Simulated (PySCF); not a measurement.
H2S, charge +1, doublet, at a GFN2-xTB geometry (a state made from the parent by changing its charge; the spin is typed, not shown lowest); DF-SVWN5/aug-cc-pVTZ (PySCF).

Input for PySCF:
```python
from pyscf import gto, scf, dft
import numpy

mol = gto.M(
    atom='''
S    -0.00036152   -0.00213359    0.10390253
H    -0.03847239    1.00861520   -0.81100328
H     0.04425671   -0.97447779   -0.85143727
''',
    basis='aug-cc-pvtz',
    charge=1,
    spin=1,
    verbose=4,
)
print('smallest overlap eigenvalue', numpy.linalg.eigvalsh(mol.intor('int1e_ovlp'))[0])

mf = dft.UKS(mol)
mf.xc = 'lda,vwn'
mf = mf.density_fit(auxbasis='def2-universal-jkfit')
mf = scf.addons.remove_linear_dep_(mf, threshold=1e-2, lindep=1e-2)
mf.kernel()
mf.analyze()
```

Output, abridged:

```
PySCF version 2.14.0

[INPUT] verbose = 4
[INPUT] num. atoms = 3
[INPUT] num. electrons = 17
[INPUT] charge = 1
[INPUT] spin (= nelec alpha-beta = 2S) = 1
[INPUT] symmetry False subgroup None
[INPUT] Mole.unit = angstrom
[INPUT] Symbol           X                Y                Z      unit          X                Y                Z       unit  Magmom
[...]
nuclear repulsion = 12.6825325522774
number of shells = 31
number of NR pGTOs = 125
number of NR cGTOs = 96
basis = aug-cc-pvtz
ecp = {}
input.py:20: DeprecationWarning: remove_linear_dep_ is deprecated and will be removed in a future release. Linear dependency handling is now built into the SCF procedure by default. Linear dependency removal can be controlled using the following settings:
  pyscf.scf.hf.remove_overlap_zero_eigenvalue = True
  pyscf.scf.hf.overlap_zero_eigenvalue_threshold = 1e-6

  mf = scf.addons.remove_linear_dep_(mf, threshold=1e-2, lindep=1e-2)
smallest overlap eigenvalue 0.000177622523370052
Applying remove_linear_dep_ on SCF object.
Using canonical orthogonalization with threshold 0.01

******** <class 'pyscf.df.df_jk.DFUKS'> ********
method = DFUKS
initial guess = minao
damping factor = 0
level_shift factor = 0
DIIS = <class 'pyscf.scf.diis.CDIIS'>
diis_start_cycle = 1
diis_space = 8
diis_damp = 0
SCF conv_tol = 1e-09
SCF conv_tol_grad = None
SCF max_cycles = 50
direct_scf = False
number electrons alpha = 9  beta = 8
XC library pyscf.dft.libxc version 7.1.2
    S. Lehtola, C. Steigemann, M. J. T. Oliveira, and M. A. L. Marques,  SoftwareX 7, 1–5 (2018)
XC functionals = lda,vwn
    P. A. M. Dirac,  Math. Proc. Cambridge Philos. Soc. 26, 376 (1930)
    F. Bloch,  Z. Phys. 57, 545 (1929)
    S. H. Vosko, L. Wilk, and M. Nusair,  Can. J. Phys. 58, 1200 (1980)
radial grids:
    Treutler-Ahlrichs [JCP 102, 346 (1995); DOI:10.1063/1.469408] (M4) radial grids

becke partition: Becke, JCP 88, 2547 (1988); DOI:10.1063/1.454033
pruning grids: <function nwchem_prune>
grids dens level: 3
symmetrized grids: False
atomic radii adjust function: <function treutler_atomic_radii_adjust>
small_rho_cutoff = 0
Set gradient conv threshold to 3.16228e-05
tot grids = 38496
init E= -397.931606376085

cycle= 1 E= -397.571577345348  delta_E= 0.36  |g|= 0.17  |ddm|= 1.48
cycle= 2 E= -397.580983618987  delta_E= -0.00941  |g|= 0.13  |ddm|= 0.196
cycle= 3 E= -397.587203147071  delta_E= -0.00622  |g|= 0.0432  |ddm|= 0.0893
cycle= 4 E= -397.587848705247  delta_E= -0.000646  |g|= 0.0257  |ddm|= 0.0184
[...]
SCF not converged.
Total Energy =                        -397.587789032165460
[...]
spin_pop of  0 S 5f-1     -0.00000
spin_pop of  0 S 5f+0     -0.00000
spin_pop of  0 S 5f+1      0.00001
spin_pop of  0 S 5f+2      0.00001
spin_pop of  0 S 5f+3      0.00005
spin_pop of  1 H 1s       -0.01935
spin_pop of  1 H 2s       -0.00006
spin_pop of  1 H 3s        0.00008
spin_pop of  1 H 4s        0.00005
spin_pop of  1 H 2px       0.00070
spin_pop of  1 H 2py       0.00008
spin_pop of  1 H 2pz      -0.00009
spin_pop of  1 H 3px       0.00019
spin_pop of  1 H 3py       0.00001
spin_pop of  1 H 3pz       0.00004
spin_pop of  1 H 4px       0.00017
spin_pop of  1 H 4py       0.00000
spin_pop of  1 H 4pz       0.00001
spin_pop of  1 H 3dxy      0.00016
spin_pop of  1 H 3dyz      0.00005
spin_pop of  1 H 3dz^2    -0.00001
spin_pop of  1 H 3dxz      0.00002
spin_pop of  1 H 3dx2-y2   -0.00004
spin_pop of  1 H 4dxy      0.00004
spin_pop of  1 H 4dyz      0.00006
spin_pop of  1 H 4dz^2    -0.00000
spin_pop of  1 H 4dxz      0.00002
spin_pop of  1 H 4dx2-y2    0.00000
spin_pop of  2 H 1s       -0.02021
spin_pop of  2 H 2s       -0.00007
spin_pop of  2 H 3s        0.00008
spin_pop of  2 H 4s        0.00005
spin_pop of  2 H 2px       0.00063
spin_pop of  2 H 2py       0.00007
spin_pop of  2 H 2pz      -0.00009
spin_pop of  2 H 3px       0.00019
spin_pop of  2 H 3py       0.00001
spin_pop of  2 H 3pz       0.00003
spin_pop of  2 H 4px       0.00016
spin_pop of  2 H 4py       0.00000
spin_pop of  2 H 4pz       0.00001
spin_pop of  2 H 3dxy      0.00015
spin_pop of  2 H 3dyz      0.00005
spin_pop of  2 H 3dz^2    -0.00002
spin_pop of  2 H 3dxz      0.00002
spin_pop of  2 H 3dx2-y2   -0.00004
spin_pop of  2 H 4dxy      0.00005
spin_pop of  2 H 4dyz      0.00006
spin_pop of  2 H 4dz^2    -0.00000
spin_pop of  2 H 4dxz      0.00002
spin_pop of  2 H 4dx2-y2    0.00000
 ** Mulliken Spin Density (per atom)  **
spin density of  0 S =      1.03673
spin density of  1 H =     -0.01789
spin density of  2 H =     -0.01884
 ** Mulliken pop alpha/beta on meta-lowdin orthogonal AOs **
 ** Mulliken pop       alpha | beta **
In total             9.00000 | 8.00000
 ** Mulliken atomic charges   ( Nelec_alpha | Nelec_beta ) **
charge of  0S =      0.57660  (     8.23006      7.19333 )
charge of  1H =      0.20730  (     0.38740      0.40530 )
charge of  2H =      0.21610  (     0.38253      0.40137 )

WARN: System has nonzero charge 1; the dipole moment is origin-dependent.
Location of origin: [0. 0. 0.]

Dipole moment(X, Y, Z, Debye):  0.08844, -0.06794, -1.34602
```

Convergence was not reached.
